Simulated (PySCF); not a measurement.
Two species compared at the same levels of theory.

First species: 2,3-dihydrobenzofuran, C₈H₈O.
SMILES with atom numbers: `[cH:1]1[cH:2][cH:3][c:4]2[c:5]([cH:6]1)[CH2:7][CH2:8][O:9]2` (hydrogens: H10 on C1; H11 on C2; H12 on C3; H13 on C6; H14, H15 on C7; H16, H17 on C8)

Geometry (GFN2-xTB, Å), atoms numbered from 1 in this order:
```xyz
17
C8H8O angstrom
C      2.145   -0.820   -0.209
C      2.336    0.475    0.241
C      1.262    1.316    0.496
C     -0.009    0.817    0.281
C     -0.210   -0.486   -0.174
C      0.862   -1.312   -0.421
C     -1.688   -0.716   -0.305
C     -2.260    0.645    0.142
O     -1.166    1.500    0.478
H      2.997   -1.455   -0.397
H      3.340    0.842    0.398
H      1.403    2.324    0.848
H      0.709   -2.322   -0.772
H     -2.028   -1.529    0.338
H     -1.969   -0.957   -1.332
H     -2.897    0.556    1.028
H     -2.835    1.134   -0.651
```

Second species: C5H5ClF2.
Z-matrix (Å and degrees, GFN2-xTB geometry), rows numbered from 1:
```
C 
C   1  1.3300
C   2  1.4447  1  123.21
F   3  1.3537  2  115.40  1     0.38
C   3  1.3433  2  127.51  1   179.55
Cl  5  1.7214  3  120.61  2     0.45
C   5  1.4992  3  124.26  2  -179.91
F   7  1.3740  5  110.79  3  -117.26
H   1  1.0771  2  121.43  3    -0.19
H   1  1.0752  2  121.54  3   179.64
H   2  1.0790  1  121.68  3  -179.76
H   7  1.0966  5  110.93  3   124.71
H   7  1.0939  5  110.85  3     1.39
```

Levels: PBE0/def2-SVPD for dipole moment, HOMO energy, LUMO energy, HOMO–LUMO gap, static isotropic polarisability and electronic spatial extent ⟨r²⟩ about the centre of nuclear charge; TDDFT PBE0/def2-SVPD for lowest singlet excitation; TDA PBE0/def2-SVPD for lowest triplet excitation (Tamm–Dancoff); GFN2-xTB for rotational constant A and rotational constant C. Geometries: GFN2-xTB. Each species is one conformer at its optimised geometry, gas phase, non-relativistic unless stated. Electronic properties by PySCF.

The conformers computed, where there is a choice (atom-mapped SMILES and torsion angles):
- `[CH2:1]=[CH:2]/[C:3]([F:4])=[C:5](\[Cl:6])[CH2:7][F:8]`: C1–C2–C3–F4 0°, C3–C5–C7–F8 -117°

| property | column X | column Y |
| --- | --- | --- |
| dipole moment | 2.26 D | 1.64 D |
| HOMO energy | -7.15 eV | -6.19 eV |
| LUMO energy | -1.78 eV | -0.25 eV |
| HOMO–LUMO gap | 5.37 eV | 5.94 eV |
| lowest singlet excitation | 5.08 eV | 4.93 eV |
| lowest triplet excitation (Tamm–Dancoff) | 2.88 eV | 3.97 eV |
| static isotropic polarisability | 83.2 au | 91.3 au |
| electronic spatial extent ⟨r²⟩ about the centre of nuclear charge | 1286 bohr² | 1053 bohr² |
| rotational constant A | 2.481 GHz | 3.706 GHz |
| rotational constant C | 0.831 GHz | 1.118 GHz |

(1) Which column belongs to which species?

(2) How does each property change from the first species to the second?

Results:

(1) Column X is the second species and column Y the first. The first has 17 atoms and 64 electrons, the second 13 and 70.

(2) dipole moment +0.62 D; HOMO energy -0.96 eV; LUMO energy -1.53 eV; HOMO–LUMO gap -0.57 eV; lowest singlet excitation +0.15 eV; lowest triplet excitation (Tamm–Dancoff) -1.09 eV; static isotropic polarisability -8.1 au; electronic spatial extent ⟨r²⟩ about the centre of nuclear charge +233 bohr²; rotational constant A -1.225 GHz; rotational constant C -0.287 GHz.

On the first: The vertical singlet–triplet gap S1 − T1 is 0.96 eV (TDDFT singlet less Tamm–Dancoff triplet; S1: HOMO→LUMO, weight 0.87; T1: HOMO→LUMO+1, weight 0.50). No computed singlet falls in the visible range (750 to 380 nm, 1.65 to 3.26 eV); S1 lies 1.67 eV above its blue end.

On the second: The vertical singlet–triplet gap S1 − T1 is 2.20 eV (TDDFT singlet less Tamm–Dancoff triplet; S1: HOMO→LUMO, weight 0.95; T1: HOMO→LUMO, weight 0.94). No computed singlet falls in the visible range (750 to 380 nm, 1.65 to 3.26 eV); S1 lies 1.82 eV above its blue end.
